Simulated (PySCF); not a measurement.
trans-(1R,2R)-1-ethenyl-2-methylcyclopropane (C6H10), SMILES C=C[C@H]1C[C@H]1C.

Geometry: B3LYP-D3(BJ)/def2-SVP. One conformer was computed; it need not be the lowest.

Calculation: TDDFT-CAM-B3LYP/def2-SVPD in PySCF.

Vertical excitations. 

Computed UV-visible absorptions:
```
state  energy (eV)  λ (nm)      f                                                                 main pairs
-----  -----------  ------  -----  -------------------------------------------------------------------------
S1            6.67     186  0.257                                                             HOMO→LUMO 93 %
S2            7.03     176  0.018                                                           HOMO→LUMO+1 82 %
S3            7.36     168  0.028                                                           HOMO→LUMO+2 81 %
S4            7.46     166  0.030                                         HOMO−1→LUMO 74 %, HOMO→LUMO+2 13 %
S5            7.64     162  0.006                                         HOMO→LUMO+3 54 %, HOMO→LUMO+4 17 %
S6            7.95     156  0.002                     HOMO→LUMO+4 50 %, HOMO→LUMO+3 25 %, HOMO−1→LUMO+1 13 %
S7            8.08     153  0.006  HOMO−1→LUMO+1 39 %, HOMO−2→LUMO 18 %, HOMO−3→LUMO 10 %, HOMO−1→LUMO+3 8 %
S8            8.15     152  0.043                      HOMO−2→LUMO 48 %, HOMO−1→LUMO+1 17 %, HOMO−3→LUMO 8 %
S9            8.43     147  0.024                                        HOMO→LUMO+5 55 %, HOMO−2→LUMO+2 9 %
S10           8.48     146  0.022     HOMO−3→LUMO 28 %, HOMO→LUMO+6 20 %, HOMO−2→LUMO 9 %, HOMO−1→LUMO+1 6 %
T1            4.20     295      0                                                             HOMO→LUMO 75 %
T2            6.90     180      0                                                           HOMO→LUMO+1 71 %
T3            7.09     175      0                         HOMO−2→LUMO 41 %, HOMO→LUMO+2 26 %, HOMO→LUMO 12 %
T4            7.19     172      0                                         HOMO−1→LUMO 64 %, HOMO→LUMO+2 14 %
```
Triplets are in the Tamm–Dancoff approximation, which puts them higher than full response would, so one can lie above its singlet here.
